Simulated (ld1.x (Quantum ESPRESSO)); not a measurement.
## Cd (Z = 48), ultrasoft: configuration errors across variants

```
Element                 : cadmium
Generator               : ld1.x (Quantum ESPRESSO) 7.5
Type                    : ultrasoft
Functional              : PBE
Relativity              : non-relativistic
Frozen core             : [Ar] 3d10
Valence charge          : 20
Reference configuration : 4s2 4p6 4d10 5s2 5p0
Partial waves           : 4s (bound): rcut 1.20, rcutus 1.25 bohr; 5s (bound): rcut 1.20, rcutus 1.25 bohr; 4p (bound): rcut 1.90, rcutus 2.05 bohr; 5p (bound, empty): rcut 1.90, rcutus 2.05 bohr; 4d (bound): rcut 1.25, rcutus 1.70 bohr; 4d channel at 1.35 Ry: rcut 1.25, rcutus 1.70 bohr; 4f channel at 0.4 Ry: rcut 1.65, rcutus 1.85 bohr
Local potential         : all-electron potential smoothed inside 1.15 bohr (lloc = -2)
Core correction         : none
Augmentation charge     : PSQ, inside the norm-conserving radii
```

All-electron excitation energies from the reference (eV): (1) 4s2 4p6 4d10 5s1 5p0 8.731; (2) 4s2 4p6 4d10 5s0 5p0 24.998; (3) 4s2 4p6 4d9 5s0 5p0 63.496; (4) 4s2 4p6 4d10 5s1 5p1 4.142; (5) 4s2 4p5 4d10 5s2 5p0 72.431; (6) 4s2 4p6 4d10 5s0 5p2 8.551; (7) 4s2 4p6 4d10 5s0 5p1 13.847.

5 further variants failed, have other tests or another functional or relativity, and are left out.

Errors AE − PS in meV (a dash: test not solved or not reliable):

| change | (1) | (2) | (3) | (4) | (5) | (6) | (7) | bound ghosts |
| --- | --- | --- | --- | --- | --- | --- | --- | --- |
| base | -0.1 | -0.8 | +20 | -0.7 | -97 | -3.3 | -2.2 | none |
| wave 4f channel at 0.4 Ry: rcut 1.65, rcutus 1.85 bohr becomes 4f channel at 2.4 Ry: rcut 1.65, rcutus 1.85 bohr | -0.1 | -0.8 | +20 | -0.7 | -97 | -3.3 | -2.2 | none |
| added wave 4f channel at 2.5 Ry: rcut 1.65, rcutus 1.85 bohr | -0.1 | -0.8 | +20 | -0.7 | -97 | -3.3 | -2.2 | none |
| waves 4d (bound): rcut 1.14, rcutus 1.20 bohr; 4d channel at 1.35 Ry: rcut 1.14, rcutus 1.20 bohr | -0.1 | -0.3 | -9.5 | -0.9 | -179 | -4.4 | -2.9 | none |
| wave 4f channel at 0.4 Ry: rcut 1.65, rcutus 1.85 bohr becomes 4f channel at 0.4 Ry: rcut 1.64, rcutus 1.74 bohr | -0.1 | -0.8 | +20 | -0.7 | -97 | -3.3 | -2.2 | none |
| waves 4s (bound): rcut 1.20, rcutus 1.30 bohr; 5s (bound): rcut 1.20, rcutus 1.30 bohr | -0.1 | -0.8 | +19 | -0.7 | -94 | -3.3 | -2.2 | none |

Task: Give the same row for: type TM; waves now 4s (bound): rc 1.25 bohr; 4p (bound): rc 2.05 bohr; 4d (bound): rc 1.70 bohr; 4f channel at 0.4 Ry: rc 1.85 bohr; local potential all-electron potential smoothed inside 1.60 bohr (lloc = -2).

Result: -504, -1294, -1942, -476, -7.7, -1051, -1176; bound ghosts: none.
